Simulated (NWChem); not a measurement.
System: InHSCl2; SMILES [SH][In]([Cl])[Cl]

Here is an NWChem input.

```
start job
memory heap 200 mb stack 900 mb global 1100 mb
geometry units angstroms noautoz
  In     0.009292     0.001245     0.000392
  Cl     0.890903    -2.155524    -0.000614
  Cl    -2.318228     0.202591     0.000434
  S      1.396605     1.933449     0.001458
  H      0.324883     2.759672     0.001811
end
basis spherical
  In library def2-svp
  Cl library def2-svp
  S library def2-svp
  H library def2-svp
end
ecp
  In library def2-ecp
end
dft
  xc scan
  iterations 150
  mulliken
end
task dft energy
```

Geometry: optimised at PBE0/def2-SVP. def2 effective core potentials on In; no spin-orbit coupling.

Problem. Give the results of this calculation. (SCAN/def2-SVP with def2 effective core potentials on In.) Quantities: energy (Ha); highest occupied level (eV); orbital gap (eV); dipole (D).

Solution. The energy (Ha) is -1509.20 and the highest occupied level (eV) comes out as -7.26. The orbital gap (eV) is 3.95 and the dipole (D) is 1.86.
